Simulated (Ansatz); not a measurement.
The same ligand exchange along the group C, Si, Ge.

Calculated with Ansatz (gas phase, PBE0-D4/def2-TZVP geometries, no zero-point term in ΔE). CBS: MP2 limit from def2 TZ/QZ plus the TZ coupled-cluster correction, frozen cores. This one scheme is used for every species. Functionals use def2-TZVPP. B3LYP here is the variant with VWN-RPA as its local correlation; programs differ in this. Elements past krypton have def2 core potentials. For Ge, I outer-core shells are correlated without core-valence functions, which leaves a few kJ/mol of doubt a bond. Scalar relativity is left out up to krypton. One conformer a species, not always the lowest.

```csv
reaction,B3LYP-D4 (kcal/mol),CCSD(T)/CBS(def2) (kcal/mol)
`CNCF` + HI → `FCI` + CH₃NH₂,7.9,7.1
`F[SiH2]N[SiH3]` + HI → `F[SiH2]I` + `N[SiH3]`,-0.4,-1.1
`[F][GeH2][NH][GeH3]` + HI → `[F][GeH2][I]` + `[NH2][GeH3]`,-12.5,-11.2
```

Largest T1 diagnostic: 0.012, for `[F][GeH2][NH][GeH3]`.
